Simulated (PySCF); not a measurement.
## Two-dimensional NMR puzzle

Compound of formula C6H6F3N. Correlations simulated from computed shifts and the bond graph:

HSQC (one-bond C–H):
```csv
δH,δC
7.66,159.1
3.69,50.4
3.37,29.8
```

COSY cross peaks (H two or three bonds apart, from the bond graph; peaks can be absent where the dihedral angle is near 90°):
```csv
δH,δH
7.66,3.37
```

HMBC (two and three bonds, from the bond graph):
```csv
δH,δC
7.66,"93.4, 50.4, 29.8"
3.69,159.1
3.37,"159.1, 93.4, 77.9"
```

Carbons without hydrogens: δ 123.8, 93.4, 77.9.

PySCF calculation with shieldings: GIAO PBE0/pcSseg-1 and geometry: GFN2-xTB; gas phase, fast rotation and ring inversion assumed for equivalent nuclei, single conformer, no relativistic terms.

References, each an isolated molecule treated in the same way: 1H (σref 31.72), 13C (σref 186.93) vs TMS.

Exchangeable hydrogens are left out of these lists.

Which molecule is this?

Results:

`C/N=C/CC#CC(F)(F)F`.

Structure with atom numbers: `[CH3:1]/[N:2]=[CH:3]/[CH2:4][C:5]#[C:6][C:7]([F:8])([F:9])[F:10]`; H(Xn) means a hydrogen on atom n.

δC 159.1 is C3, a C=N carbon (δH 7.66). δC 123.8 is C7, a CF3 carbon. δC 93.4 is C5, an alkyne carbon. δC 77.9 is C6, an alkyne carbon. δC 50.4 is C1, a methyl carbon bonded to N (δH 3.69). δC 29.8 is C4, a propargylic sp3 CH2 (δH 3.37). HMBC from δH 7.66 reaches the proton-free carbon C5. HMBC from δH 3.37 reaches the proton-free carbons C5, C6. COSY links 7.66–3.37.

The data come from this structure; uniqueness wasn't tested.

Shifts are as computed. Against solution values, carbons near 30 ppm lie about +3 ppm off and those near 130 ppm about +5 ppm. Of 1211 compounds with measured shifts, 218 miss one by over three times the rms of a fit or turn the order of signals round; such compounds aren't used in these exercises.
